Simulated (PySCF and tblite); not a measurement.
Results of a calculation; reference values are marked as such.
C₆H₉ClS, numbered as in [CH3:1][C:2](=[S:3])[C:4]1([Cl:5])[CH2:6][CH2:7][CH2:8]1.

Level: PBE0-D3(BJ)/def2-SVP (IEF-PCM, acetone)//GFN2-xTB, thermal terms from GFN2-xTB, symmetry numbers and mirror pairs counted. Conformers within 2.5 kcal/mol (GFN2-xTB free energy) were kept, 4 at most. Codes: tblite and PySCF.

Rotational constants are equilibrium values for the commonest isotopes; dipoles come from the energy level named and are polarised by its solvent model.

Torsions listed: S3–C2–C4–Cl5. The 4-ring runs over atoms 4–6–7–8. Of a mirror pair one member is shown.

```csv
conformer,shape,symmetry
1,"4-ring puckered (ring torsions -12, 12, -12, 12°); -149°",C1 (pair)
2,4-ring flat; -112°,C1 (pair)
```

**Question.** Give the rotational constants and dipole components.

**Answer.** 
```json
{"conformer": "1", "A (MHz)": "1798", "B (MHz)": "1362", "C (MHz)": "944", "abs μa (D)": "1.31", "abs μb (D)": "0.38", "abs μc (D)": "1.57", "κ": "-0.02", "Ic−Ia−Ib (u Å²)": "-116.7"}
{"conformer": "2", "A (MHz)": "1723", "B (MHz)": "1265", "C (MHz)": "1013", "abs μa (D)": "1.78", "abs μb (D)": "0.83", "abs μc (D)": "2.72", "κ": "-0.29", "Ic−Ia−Ib (u Å²)": "-193.8"}
```

GFN2-xTB leaves a saturated small ring flat here that puckers in reality.
